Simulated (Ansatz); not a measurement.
Reactions of `OC(O)(F)Br`.

Program: Ansatz. Geometries: PBE0-D4/def2-TZVP. ΔE: electronic, gas phase. CCSD(T)/CBS is the MP2 limit (def2-TZVPP, def2-QZVPP) plus CCSD(T) − MP2 in def2-TZVPP, frozen cores. This one scheme is used for every species, atoms too. For atomizations the MP2-based limit and the directly extrapolated one differ by several kJ/mol either way, and by 10 to 25 for some Ge, Se and Sn compounds, so smaller differences from it don't rank the levels. Functionals use def2-TZVPP. No spin–orbit coupling; open shells (•) take unrestricted orbitals. Spin–orbit coupling would lower the free atoms: a little for C, F, O; clearly for Br. Elements past krypton have def2 core potentials. Bonds to Br, I, Te are less sure, by a few kJ/mol each and by 10 to 20 or more in all where they break to atoms, as the def2 sets lack core-valence functions. Scalar relativity is left out up to krypton. Each species was taken in one conformer, which may not be the lowest.

```csv
reaction,CCSD(T)/CBS(def2) (kcal/mol)
`OC(O)(F)Br` + H₂Te → `OC(F)(Br)[TeH]` + H₂O,?
`OC(O)(F)Br` + H₂ → `OC(O)Br` + H–F,?
`OC(O)(F)Br` → Br• + C• + F• + 2 H• + 2 O•,608.3
`OC(O)(F)Br` + HCl → `OC(F)(Cl)Br` + H₂O,7.9
`OC(O)(F)Br` + H₂O → `OC(O)(O)F` + HBr,-9.0
`OC(O)(F)Br` + HI → `OC(O)(Br)I` + H–F,3.1
`OC(O)(F)Br` + `O[SiH3]` → `OC(O)(F)O[SiH3]` + HBr,-10.0
```

(1) Fill in the missing values. (An estimate is asked.)

Largest T1 diagnostic: 0.012, for `OC(O)(F)O[SiH3]`.

## Answers

(1) Ansatz gave: `OC(O)(F)Br` + H₂Te → `OC(F)(Br)[TeH]` + H₂O: +3.7 kcal/mol; `OC(O)(F)Br` + H₂ → `OC(O)Br` + H–F: -16.2 kcal/mol.
